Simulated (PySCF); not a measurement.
Positional isomers: benzene trifluoromethyl+ethynyl. All species are isolated molecules in the gas phase. Strings in code marks are SMILES.

Quantity: electronic energy of isomers of C9H5F3 relative to `C#Cc1ccc(C(F)(F)F)cc1`, in kcal/mol.

Case: `C#Cc1ccccc1C(F)(F)F`. Geometry of `c1(C#C)ccccc1C(F)(F)F` (neutral, multiplicity 1, Å):

```xyz
17

C     -2.1574     2.4457    -0.1751
C     -1.2229     1.6564    -0.1143
C     -0.1147     0.7575    -0.0442
C      1.2015     1.2801    -0.0486
C      2.3128     0.4326     0.0188
C      2.1342    -0.9568     0.0922
C      0.8380    -1.4925     0.0980
C     -0.2836    -0.6544     0.0310
C     -1.6739    -1.2571     0.0388
F     -2.3607    -0.9411    -1.0838
F     -1.6314    -2.6105     0.1145
F     -2.4008    -0.8205     1.0936
H     -2.9880     3.1354    -0.2285
H      1.3313     2.3701    -0.1066
H      3.3259     0.8619     0.0135
H      3.0039    -1.6281     0.1455
H      0.6859    -2.5789     0.1553
```

Problem. What is the computed electronic energy of isomers of C9H5F3 relative to `C#Cc1ccc(C(F)(F)F)cc1` (BP86/6-31G* // PBE-D3(BJ)/def2-SVP (PySCF))?

Solution. 2.15 kcal/mol.
